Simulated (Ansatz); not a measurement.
Relaxation of C₄H₆BF (12 atoms, charge 0, multiplicity 1), to a largest force component of 0.015 eV/Å in at most 40 steps.

Theory: RKS PBE-D4/6-31G* (Ansatz 0.2.0).

```xyz
12
Properties=species:S:1:pos:R:3
C -0.698 -2.756 0.555
C -0.439 -1.570 0.002
C -0.155 -0.422 -0.552
F -0.018 -0.295 -1.892
B 0.217 0.799 0.347
C 0.237 0.684 1.944
H -0.953 -3.558 -0.080
H -0.734 -2.793 1.613
H 0.549 1.886 -0.149
H 0.552 1.666 2.377
H 0.954 -0.101 2.224
H -0.798 0.451 2.291
```

Problem. Where does it end, and by what steps?

Solution. The run converged. The force dipped under the threshold on the way, but the program's further checks kept it going. After 21 steps the energy has fallen by 2.634 eV; H7 moved furthest, 1.38 Å.

```tsv
step	energy less start (eV)	largest force component (eV/Å)	accepted
0	0.0000	4.087	yes
1	-1.0438	1.058	yes
2	-1.5220	1.046	yes
3	-1.8848	1.201	yes
4	-2.1599	1.027	yes
5	-2.3602	0.643	yes
6	-2.4894	0.428	yes
7	-2.5567	0.277	yes
8	-2.5349	0.412	no
9	-2.5837	0.137	yes
10	-2.5903	0.271	yes
11	-2.6063	0.305	yes
12	-2.6114	0.273	yes
13	-2.6132	0.422	yes
14	-2.6080	0.514	no
15	-2.6277	0.164	yes
16	-2.6296	0.229	yes
17	-2.6336	0.029	yes
18	-2.6338	0.061	yes
19	-2.6341	0.029	yes
20	-2.6344	0.002	yes
21	-2.6344	0.009	yes
```

```xyz
12
Properties=species:S:1:pos:R:3
C -0.852 -2.717 0.504
C -0.403 -1.618 -0.053
C 0.056 -0.460 -0.528
F 0.260 -0.341 -1.882
B 0.369 0.751 0.379
C 0.175 0.730 1.933
H -1.926 -2.899 0.636
H -0.172 -3.507 0.850
H 0.784 1.746 -0.169
H -0.503 1.554 2.232
H 1.137 0.968 2.428
H -0.212 -0.214 2.350
```

Whether the end is a true minimum wasn't checked by a vibrational analysis.

Run time: 23 s on 2 threads of Intel(R) Xeon(R) 6975P-C (Granite Rapids), on a shared host, peak memory 0.15 GiB.
